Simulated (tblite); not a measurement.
Compound: C6H16OSSi.
Numbering: `[CH3:1][C:2]([CH3:3])([CH3:4])[C@H:5]([SH:6])[CH2:7][SiH2:8][OH:9]` (hydrogens: H10, H11, H12 on C1; H13, H14, H15 on C3; H16, H17, H18 on C4; H19 on C5; H20 on S6; H21, H22 on C7; H23, H24 on Si8; H25 on O9)

Computed geometry: GFN2-xTB, gas phase.

(1) What internal coordinates does the optimisation give?

Results:

(1) 
```csv
bond,length (Å),order
"C1–C2, C2–C3, C2–C4",1.532,single
C2–C5,1.547,single
C5–S6,1.843,single
C5–C7,1.523,single
C7–Si8,1.914,single
Si8–O9,1.619,single
C1–H10 and 8 like bonds,1.088,single
C5–H19,1.095,single
S6–H20,1.333,single
C7–H21,1.089,single
C7–H22,1.092,single
Si8–H23,1.456,single
Si8–H24,1.466,single
O9–H25,0.960,single
```

Bonds in one row agree within 0.01 Å and their mean is given. Orders are formal, as drawn. A selection of angles:
```csv
angle,degrees
C1–C2–C3,109.3
C1–C2–C5,111.9
C3–C2–C4,107.9
C3–C2–C5,109.0
C2–C5–S6,111.5
C2–C5–C7,116.0
S6–C5–C7,109.2
C5–C7–Si8,114.5
C7–Si8–O9,112.5
H20–S6–C5,96.4
H25–O9–Si8,120.1
```

Dihedral angles: C1–C2–C5–S6 69° (synclinal); C2–C5–C7–Si8 -168° (antiperiplanar); C5–C7–Si8–O9 -64° (synclinal); H20–S6–C5–C2 -78° (synclinal); H25–O9–Si8–C7 39° (synclinal).

Of the pairs four or more bonds apart, S6···H25 is among the closest relative to their van der Waals radii: 2.48 Å, 83 % of the sum of Bondi's values. Si8 (oxygen-bound silicon) is distorted tetrahedral (angles from 103.4° to 113.9°). The 5 C–C bonds span 1.523 Å (C5–C7, drawn single) to 1.547 Å (C2–C5, drawn single), a spread of 0.024 Å.

Point group: C1 (no symmetry element, even within 0.4 Å). Its GFN2-xTB frequencies are all real (lowest 30 cm⁻¹). One conformer, not necessarily the lowest (C2–C5–S6–H -78°, C2–C5–C7–Si8 -168°, C5–C7–Si8–O9 -64°, C7–Si8–O9–H 39°). 3 starts were optimised and ended at 0.00, 1.45 and 1.92 kcal/mol (GFN2-xTB); the lowest of these is shown.
